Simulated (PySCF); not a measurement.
CH₃FO₂Si₂, SMILES O=C1O[Si@H](F)[SiH2]1. Atoms are numbered in the order given.

```xyz
9

O     -1.5156     2.0203     0.1970
C     -0.8557     1.0339     0.1888
O      0.5141     1.0454     0.3692
Si     1.0553    -0.5708     0.2229
F      1.9439    -0.7315    -1.1198
Si    -1.2301    -0.8917     0.0052
H      1.9199    -0.9362     1.3668
H     -2.0056    -1.4339     1.1562
H     -1.8159    -1.3014    -1.3007
```

Coordinates come from a PBE0-D3(BJ)/def2-SVP optimisation. The structure was generated by enumeration; whether it is a known compound was not checked.

The numbers are results of PySCF with PBE/pcSseg-1, not measurements.

GIAO shieldings, no solvent; atoms listed in one row are averaged. δ = σ(ref) − σ: ¹⁷O against H2O (σ = 334.3 ppm); ¹³C against TMS (σ = 182.0 ppm); ²⁹Si against TMS (σ = 335.4 ppm); ¹⁹F against CFCl3 (σ = 133.6 ppm); ¹H against TMS (σ = 31.49 ppm), references at their B3LYP-D3(BJ)/def2-TZVP geometries, non-relativistic.

Question: Estimate the chemical shifts. (Estimate from the structure and the level; the computed values follow.)

Answer: 
| nucleus | atoms | count | δ (ppm) |
|---|---|---|---|
| ¹⁷O | O1 | 1 | 546.9 |
| ¹⁷O | O3 | 1 | 421.9 |
| ¹³C | C2 | 1 | 173.4 |
| ²⁹Si | Si4 | 1 | 9.5 |
| ²⁹Si | Si6 | 1 | -40.0 |
| ¹⁹F | F5 | 1 | -189.9 |
| ¹H | H7 | 1 | 6.26 |
| ¹H | H9 | 1 | 5.42 |
| ¹H | H8 | 1 | 5.29 |
